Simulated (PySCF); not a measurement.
Species: C5H4F2.
Atom-mapped SMILES: `[F:1][C:2]1=[C:3]([F:4])[CH2:5][CH:6]=[CH:7]1` (hydrogens: H8, H9 on C5; H10 on C6; H11 on C7)

Computed with PBE0-D3(BJ)/def2-SVP geometry optimisation, gas phase (PySCF).

Task: What internal coordinates does the optimisation give?

Result: 
```json
{"bond": "F1–C2", "length (bohr)": "2.499"}
{"bond": "C2=C3", "length (bohr)": "2.546"}
{"bond": "C3–F4", "length (bohr)": "2.500"}
{"bond": "C3–C5", "length (bohr)": "2.813"}
{"bond": "C5–C6", "length (bohr)": "2.834"}
{"bond": "C6=C7", "length (bohr)": "2.548"}
{"bond": "C2–C7", "length (bohr)": "2.757"}
{"bond": "C5–H8, C5–H9", "length (bohr)": "2.088"}
{"bond": "C6–H10", "length (bohr)": "2.059"}
{"bond": "C7–H11", "length (bohr)": "2.061"}
```

Bonds in one row agree within 0.02 bohr and their mean is given. A selection of angles:
```json
{"angle": "F1–C2–C3", "degrees": "127.3"}
{"angle": "F1–C2–C7", "degrees": "123.3"}
{"angle": "C3–C2–C7", "degrees": "109.4"}
{"angle": "C2–C3–F4", "degrees": "127.9"}
{"angle": "C2–C3–C5", "degrees": "109.4"}
{"angle": "F4–C3–C5", "degrees": "122.7"}
{"angle": "C3–C5–C6", "degrees": "103.1"}
{"angle": "C3–C5–H8", "degrees": "111.7"}
{"angle": "C6–C5–H8", "degrees": "111.9"}
{"angle": "H8–C5–H9", "degrees": "106.5"}
{"angle": "C5–C6–C7", "degrees": "109.3"}
{"angle": "C5–C6–H10", "degrees": "123.9"}
{"angle": "C7–C6–H10", "degrees": "126.8"}
{"angle": "C6–C7–H11", "degrees": "127.7"}
{"angle": "C2–C7–C6", "degrees": "108.8"}
{"angle": "C2–C7–H11", "degrees": "123.5"}
```

Torsions: F1–C2–C3–F4 0° (synperiplanar); C2–C3–C5–C6 0° (synperiplanar); C3–C5–C6–C7 0° (synperiplanar); C5–C6–C7–C2 0° (synperiplanar); F1–C2–C7–C6 180° (antiperiplanar).

The 5-membered ring C2–C3–C5–C6–C7 has internal angles of 103.1° to 109.4° (sum 540°, against 540° for a flat polygon); it is planar, 0.00 Å rms from its mean plane, widest ring torsion 0°. The C–C distances run from 1.347 Å (C2=C3, drawn double) to 1.500 Å (C5–C6, drawn single), a spread of 0.153 Å. The 7 heavy atoms lie in one plane (0.001 Å rms).

Point group: Cs (tolerance 0.08 Å). PBE0-D3(BJ)/def2-SVP frequencies: not computed here.

Hardware: an Arm Neoverse V1 with one thread, no GPU, shared host with 32 logical CPUs at a one-minute load of 30. Cost: 43 s, 0.52 GiB resident at most. These figures are those of the optimisation.
